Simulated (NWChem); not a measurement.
Species: CH$_{5}$N$_{2}$S cation; SMILES S=C([NH3+])N

```xyz
9

N      1.2281    -0.9947     0.0001
C      0.1418    -0.2053     0.0000
N     -1.1528    -1.0589    -0.0004
S     -0.0196     1.4086     0.0001
H      1.2177    -2.0180    -0.0011
H      2.1458    -0.5384     0.0001
H     -1.9394    -0.3789     0.0035
H     -1.2424    -1.6647     0.8418
H     -1.2454    -1.6580    -0.8469
```
Atoms are numbered in this order, from 1.

All runs: NWChem. Pople sets run with spherical d functions. All runs use the structure optimised with PBE-D3(BJ)/def2-SVP. Atomic charges in e: unrestrained fits to the electrostatic potential beside Mulliken populations; buried atoms are poorly determined by the fit.

For level B3LYP/def2-SVP:

| Property | Result |
|---|---|
| ESP N1 | -0.47 |
| Mulliken N1 | -0.03 |
| ESP C2 | 0.14 |
| Mulliken C2 | -0.06 |
| Mulliken N3 | 0.02 |

What are these values for level Hartree-Fock/6-31G*?

ESP N1: -0.67
Mulliken N1: -0.86
ESP C2: 0.30
Mulliken C2: 0.33
Mulliken N3: -0.92
